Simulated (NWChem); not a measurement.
System: SiHI, singlet; SMILES I[SiH]

Parts of the log:

```
             Northwest Computational Chemistry Package (NWChem) 7.3.0
             --------------------------------------------------------

 CS  symmetry detected

                             Geometry "geometry" -> ""
                             -------------------------

 Output coordinates in angstroms (scale by  1.889725989 to convert to a.u.)

  No.       Tag          Charge          X              Y              Z
 ---- ---------------- ---------- -------------- -------------- --------------
    1 Si                  14.0000     0.06589265    -1.91665944     0.00000000
    2 H                    1.0000    -1.45554892    -2.03194404     0.00000000
    3 I                   53.0000     0.01005758     0.54462596     0.00000000

 Effective nuclear repulsion energy (a.u.)     173.8062801536

      Symmetry information
      --------------------

 Group name             Cs
 Group number              2
 Group order               2
 No. of unique centers     3

                                Z-matrix (autoz)
                                --------

 Units are Angstrom for bonds and degrees for angles

      Type          Name      I     J     K     L     M      Value
      ----------- --------  ----- ----- ----- ----- ----- ----------
    1 Stretch                  1     2                       1.52580
    2 Stretch                  1     3                       2.46192
    3 Bend                     2     1     3                93.03366

  xc_inp: hfexch multiplicative factor not found.

                           NWChem Geometry Optimization
                           ----------------------------

 maximum gradient threshold         (gmax) =   0.000450
 rms gradient threshold             (grms) =   0.000300
 maximum cartesian step threshold   (xmax) =   0.001800
 rms cartesian step threshold       (xrms) =   0.001200
 fixed trust radius                (trust) =   0.300000
 source of zmatrix                         =   autoz

          -------------------
          Energy Minimization
          -------------------

 Using diagonal initial Hessian
 Scaling for Hessian diagonals: bonds = 1.00  angles = 0.25  torsions = 0.10

          --------
          Step   0

                                 NWChem DFT Module
                                 -----------------

 Summary of "ao basis" -> "ao basis" (spherical)
 ------------------------------------------------------------------------------
       Tag                 Description            Shells   Functions and Types
 ---------------- ------------------------------  ------  ---------------------
 Si                          3-21g                   7       13   4s3p
 H                           3-21g                   2        2   2s
 I                           3-21g                  13       31   6s5p2d

      Symmetry analysis of basis
      --------------------------

        a'         34
        a"         12

            General Information
            -------------------
          SCF calculation type: DFT
          Wavefunction type:  closed shell.
          No. of atoms     :     3
          No. of electrons :    68
           Alpha electrons :    34
            Beta electrons :    34
          Charge           :     0
          Spin multiplicity:     1
          Use of symmetry is: on ; symmetry adaption is: on
          Maximum number of iterations: 150
          AO basis - number of functions:    46
                     number of shells:    22
          Convergence on energy requested:  1.00D-06
          Convergence on density requested:  1.00D-05
          Convergence on gradient requested:  5.00D-04

              XC Information
              --------------
                     Hartree-Fock (Exact) Exchange  1.000

      Superposition of Atomic Density Guess
      -------------------------------------

 Sum of atomic energies:       -7175.14113841

      Non-variational initial energy
      ------------------------------

 Total energy =   -7175.321197
 1-e energy   =  -10222.955289
 2-e energy   =    2873.827812
 HOMO         =      -0.223884
 LUMO         =      -0.067512

      Symmetry analysis of molecular orbitals - initial
      -------------------------------------------------

  Numbering of irreducible representations:

     1 a'          2 a"

  Orbital symmetries:

     1 a'          2 a'          3 a'          4 a'          5 a"
     6 a'          7 a'          8 a'          9 a'         10 a"
    11 a'         12 a'         13 a"         14 a'         15 a"
    16 a'         17 a'         18 a'         19 a'         20 a"
    21 a'         22 a'         23 a"         24 a'         25 a'
    26 a"         27 a'         28 a"         29 a'         30 a'
    31 a'         32 a"         33 a'         34 a'         35 a"
    36 a'         37 a'         38 a'         39 a'         40 a'
    41 a"         42 a'         43 a'         44 a"

   convergence    iter        energy       DeltaE   RMS-Dens  Diis-err
 ---------------- ----- ----------------- --------- --------- ---------
 d= 0,ls=0.0,diis     1  -7175.2432962050 -7.35D+03  1.20D-02  5.81D-02
 d= 0,ls=0.0,diis     2  -7175.2586488435 -1.54D-02  2.85D-03  6.48D-03
 d= 0,ls=0.0,diis     3  -7175.2601506061 -1.50D-03  9.11D-04  2.30D-04
 d= 0,ls=0.0,diis     4  -7175.2602623659 -1.12D-04  3.59D-04  1.97D-05
 d= 0,ls=0.0,diis     5  -7175.2602782055 -1.58D-05  1.44D-04  2.15D-06
  Resetting Diis
 d= 0,ls=0.0,diis     6  -7175.2602804340 -2.23D-06  4.77D-05  1.97D-07
 d= 0,ls=0.0,diis     7  -7175.2602806486 -2.15D-07  3.65D-06  5.26D-09

         Total DFT energy =    -7175.260280648627
      One electron energy =   -10223.424447674832
           Coulomb energy =     3068.820287605369
    Exchange-Corr. energy =     -194.462400732810
 Nuclear repulsion energy =      173.806280153646

 Numeric. integr. density =        0.000000000000

                  Occupations of the irreducible representations
                  ----------------------------------------------

                     irrep           alpha         beta
                     --------     --------     --------
                     a'               25.0         25.0
                     a"                9.0          9.0

                       DFT Final Molecular Orbital Analysis
                       ------------------------------------

 Vector   32  Occ=2.000000D+00  E=-3.890371D-01  Symmetry=a'
              MO Center=  1.4D-01, -9.1D-02, -8.8D-15, r^2= 3.5D+00
   Bfn.  Coefficient  Atom+Function         Bfn.  Coefficient  Atom+Function
  ----- ------------  ---------------      ----- ------------  ---------------
    30      0.406703  3 I  px                34      0.381142  3 I  px
    26     -0.333955  3 I  px                31      0.335380  3 I  py
    35      0.275858  3 I  py                27     -0.271123  3 I  py
    10      0.208705  1 Si s                  8     -0.194532  1 Si py
    22      0.149184  3 I  px                12     -0.137898  1 Si py

 Vector   33  Occ=2.000000D+00  E=-3.855135D-01  Symmetry=a"
              MO Center=  1.4D-02,  3.6D-01,  1.1D-14, r^2= 2.4D+00
   Bfn.  Coefficient  Atom+Function         Bfn.  Coefficient  Atom+Function
  ----- ------------  ---------------      ----- ------------  ---------------
    32      0.550293  3 I  pz                36      0.539322  3 I  pz
    28     -0.457429  3 I  pz                24      0.204608  3 I  pz
    13      0.129325  1 Si pz                 9      0.093966  1 Si pz
    20     -0.055692  3 I  pz                 5     -0.052556  1 Si pz

 Vector   34  Occ=2.000000D+00  E=-3.354233D-01  Symmetry=a'
              MO Center=  9.2D-02, -9.2D-01, -7.7D-15, r^2= 4.2D+00
   Bfn.  Coefficient  Atom+Function         Bfn.  Coefficient  Atom+Function
  ----- ------------  ---------------      ----- ------------  ---------------
    10      0.441008  1 Si s                 34     -0.392455  3 I  px
    30     -0.383202  3 I  px                26      0.312875  3 I  px
    15     -0.265181  2 H  s                  7      0.227725  1 Si px
    31      0.192126  3 I  py                11      0.182589  1 Si px
    35      0.180049  3 I  py                 6      0.177830  1 Si s

 Vector   35  Occ=0.000000D+00  E=-1.547150D-02  Symmetry=a"
              MO Center=  6.2D-02, -1.8D+00,  4.9D-16, r^2= 3.4D+00
   Bfn.  Coefficient  Atom+Function         Bfn.  Coefficient  Atom+Function
  ----- ------------  ---------------      ----- ------------  ---------------
    13      0.764132  1 Si pz                 9      0.347496  1 Si pz
    36     -0.296303  3 I  pz                 5     -0.190602  1 Si pz
    32     -0.180193  3 I  pz                28      0.153161  3 I  pz
    24     -0.068173  3 I  pz

 Vector   36  Occ=0.000000D+00  E= 8.739180D-02  Symmetry=a'
              MO Center=  6.9D-02, -1.4D+00, -1.5D-16, r^2= 5.1D+00
   Bfn.  Coefficient  Atom+Function         Bfn.  Coefficient  Atom+Function
  ----- ------------  ---------------      ----- ------------  ---------------
    12      1.162403  1 Si py                35      0.921374  3 I  py
    33     -0.791851  3 I  s                 10      0.572285  1 Si s
     8      0.308953  1 Si py                31      0.238825  3 I  py
    27     -0.231880  3 I  py                11      0.181428  1 Si px
    25      0.160831  3 I  s                  4     -0.159793  1 Si py

[...]

      ----------------------
      Optimization converged
      ----------------------

  Step       Energy      Delta E   Gmax     Grms     Xrms     Xmax
  ---- ---------------- -------- -------- -------- -------- --------
@    4   -7175.26772164 -2.3D-07  0.00008  0.00005  0.00052  0.00119
                                     ok       ok       ok       ok

                                Z-matrix (autoz)
                                --------

 Units are Angstrom for bonds and degrees for angles

      Type          Name      I     J     K     L     M      Value     Gradient
      ----------- --------  ----- ----- ----- ----- ----- ---------- ----------
    1 Stretch                  1     2                       1.52261    0.00008
    2 Stretch                  1     3                       2.67498    0.00003
    3 Bend                     2     1     3                93.75535    0.00001

                         Geometry "geometry" -> "geometry"
                         ---------------------------------

 Output coordinates in angstroms (scale by  1.889725989 to convert to a.u.)

  No.       Tag          Charge          X              Y              Z
 ---- ---------------- ---------- -------------- -------------- --------------
    1 Si                  14.0000     0.04656843    -1.99308483     0.00000000
    2 H                    1.0000    -1.47277192    -2.09278945     0.00000000
    3 I                   53.0000     0.04660480     0.68189677     0.00000000

 Effective nuclear repulsion energy (a.u.)     160.5173018647

      Symmetry information
      --------------------

 Group name             Cs
 Group number              2
 Group order               2
 No. of unique centers     3

                Final and change from initial internal coordinates
                --------------------------------------------------

                                Z-matrix (autoz)
                                --------

 Units are Angstrom for bonds and degrees for angles

      Type          Name      I     J     K     L     M      Value       Change
      ----------- --------  ----- ----- ----- ----- ----- ---------- ----------
    1 Stretch                  1     2                       1.52261   -0.00319
    2 Stretch                  1     3                       2.67498    0.21306
    3 Bend                     2     1     3                93.75535    0.72169

 ==============================================================================
                                internuclear distances
 ------------------------------------------------------------------------------
       center one      |      center two      | atomic units |  angstroms
 ------------------------------------------------------------------------------
    2 H                |   1 Si               |     2.87731  |     1.52261
    3 I                |   1 Si               |     5.05498  |     2.67498
 ------------------------------------------------------------------------------
                         number of included internuclear distances:          2
 ==============================================================================

[second-derivative integrals and response iterations left out]

  Vibrational analysis via the FX method

  See chapter 2 in "Molecular Vibrations" by Wilson, Decius and Cross

  Vib: Default input used

 ---------------------------- Atom information ----------------------------
     atom    #        X              Y              Z            mass
 --------------------------------------------------------------------------
    Si       1  8.8001573D-02 -3.7663842D+00  0.0000000D+00  2.7976930D+01
    H        2 -2.7831354D+00 -3.9547986D+00  0.0000000D+00  1.0078250D+00
    I        3  8.8070309D-02  1.2885980D+00  0.0000000D+00  1.2690040D+02
 --------------------------------------------------------------------------

[unprojected Hessian and modes left out]

        Vibrational analysis via the FX method
  --- with translations and rotations projected out ---
  --- via the Eckart algorithm                      ---
 Projected Nuclear Hessian trans-rot subspace norm:2.0706D-34
                         (should be close to zero!)

[projected Hessian left out]

 Rotational Constants
 --------------------
 A=   7.530292 cm-1  ( 10.834168 K)
 B=   0.099539 cm-1  (  0.143211 K)
 C=   0.098241 cm-1  (  0.141343 K)

 Temperature                      =   298.15K
 frequency scaling parameter      =   1.0000

 Zero-Point correction to Energy  =    4.504 kcal/mol  (  0.007178 au)
 Thermal correction to Energy     =    6.617 kcal/mol  (  0.010544 au)
 Thermal correction to Enthalpy   =    7.209 kcal/mol  (  0.011488 au)

 Total Entropy                    =   65.387 cal/mol-K
   - Translational                =   41.023 cal/mol-K (mol. weight = 155.8852)
   - Rotational                   =   22.599 cal/mol-K (symmetry #  =        1)
   - Vibrational                  =    1.765 cal/mol-K

 Cv (constant volume heat capacity) =    8.396 cal/mol-K
   - Translational                  =    2.979 cal/mol-K
   - Rotational                     =    2.979 cal/mol-K
   - Vibrational                    =    2.437 cal/mol-K

[normal modes left out]

 ----------------------------------------------------------------------------
 Normal Eigenvalue ||           Projected Infra Red Intensities
  Mode   [cm**-1]  || [atomic units] [(debye/angs)**2] [(KM/mol)] [arbitrary]
 ------ ---------- || -------------- ----------------- ---------- -----------
    1       -0.000 ||    0.000000           0.000         0.000       0.000
    2       -0.000 ||    0.002035           0.047         1.984       0.411
    3        0.000 ||    0.000812           0.019         0.791       0.164
    4        0.000 ||    0.007308           0.169         7.124       1.476
    5        0.000 ||    0.000441           0.010         0.430       0.089
    6        0.000 ||    0.000459           0.011         0.447       0.093
    7      282.263 ||    0.057718           1.332        56.266      11.657
    8      757.069 ||    0.051657           1.192        50.358      10.433
    9     2113.109 ||    0.325204           7.503       317.025      65.678
 ----------------------------------------------------------------------------
```

Level: Hartree-Fock/3-21G, non-relativistic. Low-valent species are run as closed-shell singlets; no triplet was tried in these runs.

Task: Write an input that gives this output.

Result: One answer among several that fit: the input that was run:
```
start job
memory heap 200 mb stack 900 mb global 1100 mb
geometry units angstroms
  Si     0.095880    -1.939069     0.000000
  H     -1.423099    -2.083214     0.000000
  I     -0.006667     0.520713     0.000000
end
basis spherical
  Si library 3-21g
  H library 3-21g
  I library 3-21g
end
dft
  xc hfexch
  iterations 150
end
driver
  maxiter 120
end
task dft optimize
task dft freq
```
